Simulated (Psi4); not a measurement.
Cl2O2W (SMILES [O]=[W](=[O])([Cl])[Cl]), singlet, geometry from GFN2-xTB (such geometries of metal compounds can be far from the true shape) (core potentials on W).

Psi4 was given this input:
```
memory 2 GB

molecule mol {
0 1
W     0.220708   -0.043837    0.072484
O     1.421067   -0.597577   -0.956774
O     0.715303    0.173252    1.658394
Cl   -0.535690    1.843740   -0.688017
Cl   -1.430390   -1.453238    0.042322
}

set {
  basis def2-tzvpp
  reference rks
}

energy('cam-b3lyp')
print_variables()
```

### Question
What does this run give for the dipole moment, total energy, nuclear repulsion energy, number of basis functions?

### Answer

| Item | Result |
|---|---|
| dipole moment | 2.05 D |
| total energy | -1138.1875 Eh |
| nuclear repulsion energy | 334.2483 Eh |
| number of basis functions | 202 |

### Question
Roughly what does it cost on one core?

### Answer
around 15 core-seconds (rough).
